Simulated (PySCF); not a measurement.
Order these species by their calculated properties.

Each SMILES stands for a single optimised conformer of the isolated species, non-relativistic unless stated. Electronic properties by PySCF.

The conformers computed, where there is a choice (atom-mapped SMILES and torsion angles):
- `[CH3:1][P@+:2]1([N:3]([SiH3:4])[SiH3:5])[CH2:6][C@H:7]([F:8])[CH2:9]1`: C1–P2–N3–Si4 84°
- `[CH3:1][N:2]([SiH3:3])[CH2:4][SiH2:5][NH:6][SiH3:7]`: C1–N2–C4–Si5 -67°, N2–C4–Si5–N6 -56°, C4–Si5–N6–Si7 171°
- `[CH3:1][CH2:2][C@@H:3]([CH3:4])[PH+:5]([CH3:6])[CH3:7]`: C1–C2–C3–C4 -65°, C2–C3–P5–C6 171°
- `[F:1][CH:2]([F:3])[O:4][C@H:5]1[CH:6]=[C:7]([C:8]([F:9])([F:10])[F:11])[CH2:12][O:13]1`: F1–C2–O4–C5 -77°, C2–O4–C5–C6 180°, C6–C7–C8–F9 119°
- `[CH2:1]=[CH:2][C@H:3]([CH3:4])[SiH2:5][NH:6][CH2:7][CH3:8]`: C1–C2–C3–C4 -142°, C2–C3–Si5–N6 54°, C3–Si5–N6–C7 177°, Si5–N6–C7–C8 -151°
- `[CH3:1][Si:2]([CH3:3])([CH2:4][CH:5]([F:6])[F:7])[O:8][SiH3:9]`: C1–Si2–C4–C5 -81°, Si2–C4–C5–F6 178°, C1–Si2–O8–Si9 -4°
- `[CH3:1][O:2][C:3](=[O:4])[c:5]1[n:6][cH:7][n:8][n:9][c:10]1[SiH3:11]`: C1–O2–C3–O4 0°, O2–C3–C5–N6 0°
- `[CH3:1][Si:2]([CH2:3][F:4])([CH2:5][F:6])[O:7][CH2:8][SiH3:9]`: C1–Si2–C3–F4 -64°, C1–Si2–C5–F6 -64°, C1–Si2–O7–C8 62°, Si2–O7–C8–Si9 155°
- `[CH3:1][c:2]1[cH:3][cH:4][cH:5][c:6]([C:7](=[O:8])[Cl:9])[cH:10]1`: C5–C6–C7–O8 180°

The conformers of `CC(C)[C@@H]1CN[SiH2]C1` and `FC1=C(C(F)(F)F)PCC1` aren't listed.

(1) Rank by smallest rotational constant, lowest first (GFN2-xTB).
A. `[PH+](C)(C)[C@@H](CC)C`
B. `C=C[C@H](C)[SiH2]NCC`
C. `C[P@+]1(N([SiH3])[SiH3])C[C@H](F)C1`
D. `CN([SiH3])C[SiH2]N[SiH3]`
E. `FC(F)O[C@H]1C=C(C(F)(F)F)CO1`

(2) Rank by HOMO energy, highest first (PBE0/pcSseg-1 at GFN2-xTB geometries).
A. `c1c(C)cc(cc1)C(=O)Cl`
B. `FC[Si](OC[SiH3])(CF)C`
C. `C[P@+]1(N([SiH3])[SiH3])C[C@H](F)C1`
D. `C1(CCPC=1C(F)(F)F)F`
E. `[SiH2](N[SiH3])CN([SiH3])C`
F. `FC(F)C[Si](C)(C)O[SiH3]`
G. `COC(=O)c1ncnnc1[SiH3]`
H. `CC(C)[C@@H]1CN[SiH2]C1`

(3) By how much do the two ends of that ranking differ?

(4) Rank by dipole moment, highest first (PBE0/pcSseg-1 at GFN2-xTB geometries).
A. `C=C[C@H](C)[SiH2]NCC`
B. `ClC(c1cccc(c1)C)=O`
C. `C1[C@@H](OCC=1C(F)(F)F)OC(F)F`
D. `C[Si](CF)(CF)OC[SiH3]`
E. `COC(=O)C1=NC=NN=C1[SiH3]`
F. `CN([SiH3])C[SiH2]N[SiH3]`
G. `C[Si](C)(CC(F)F)O[SiH3]`

(5) Rank by HOMO–LUMO gap, highest first (PBE0/pcSseg-1 at GFN2-xTB geometries).
A. `C[Si](CF)(CF)OC[SiH3]`
B. `C([SiH2]N[SiH3])N([SiH3])C`
C. `CC[C@@H](C)[PH+](C)C`
D. `C[Si](C)(CC(F)F)O[SiH3]`
E. `C[P@+]1(N([SiH3])[SiH3])C[C@H](F)C1`
F. `FC(F)O[C@H]1C=C(C(F)(F)F)CO1`
G. `FC1=C(C(F)(F)F)PCC1`

Results:

(1) E (0.327 GHz), C (0.577 GHz), D (0.644 GHz), B (0.776 GHz), A (1.182 GHz).

(2) E (-6.19 eV), H (-6.45 eV), G (-7.00 eV), D (-7.41 eV), A (-7.71 eV), B (-7.84 eV), F (-8.27 eV), C (-12.12 eV).

(3) By 5.93 eV, between `CN([SiH3])C[SiH2]N[SiH3]` and `C[P@+]1(N([SiH3])[SiH3])C[C@H](F)C1`.

(4) B (4.33 D), E (4.03 D), G (2.50 D), C (2.03 D), D (1.35 D), A (0.85 D), F (0.66 D).

(5) C (9.90 eV), D (8.44 eV), A (8.30 eV), E (7.74 eV), F (7.33 eV), G (6.68 eV), B (6.32 eV).
